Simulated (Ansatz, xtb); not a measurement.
Species: 2,2,2-trifluoroacetaldehyde, C$_{2}$HF$_{3}$O (charge 0, singlet). 
Geometry from a B3LYP-D3(BJ)/def2-TZVP (Ansatz, a first-principles code) optimisation:
SMILES: C(C(F)(F)F)=O
```xyz
7

O      1.7267    -0.8687    -0.6764
C      1.1817     0.1035    -0.2544
C     -0.3170     0.1282     0.1148
F     -0.4462     0.4647     1.4121
F     -0.9157    -1.0378    -0.0890
F     -0.9367     1.0716    -0.6193
H      1.6852     1.0729    -0.0863
```

Harmonic wavenumbers from GFN2-xTB (xtb, at its own minimum), cm⁻¹: 51, 205, 273, 404, 460, 474, 641, 785, 889, 1071, 1092, 1157, 1307, 1836, 2832.

Q: Give the harmonic wavenumbers at B3LYP-D3(BJ)/def2-TZVP (Ansatz, finite differences of forces, unscaled).

A: 73, 252, 308, 425, 521, 525, 703, 837, 976, 1158, 1182, 1294, 1404, 1854, 2954 cm⁻¹. Zero-point energy 20.7 kcal/mol.

Q: From these and the geometry, give the ideal-gas thermochemistry at 298.15 K and 1 atm (rigid rotor, harmonic oscillator).

A: Point group Cs, rotational symmetry number 1. Rotational constants 5.437, 2.967, 2.916 GHz. S(trans) 39.66, S(rot) 26.33, S(vib) 9.96, S(elec, spin only) 0.00, S 75.9 cal/(mol K). H(298) - H(0) 4.04 kcal/mol; G - E(el) 2.1 kcal/mol.
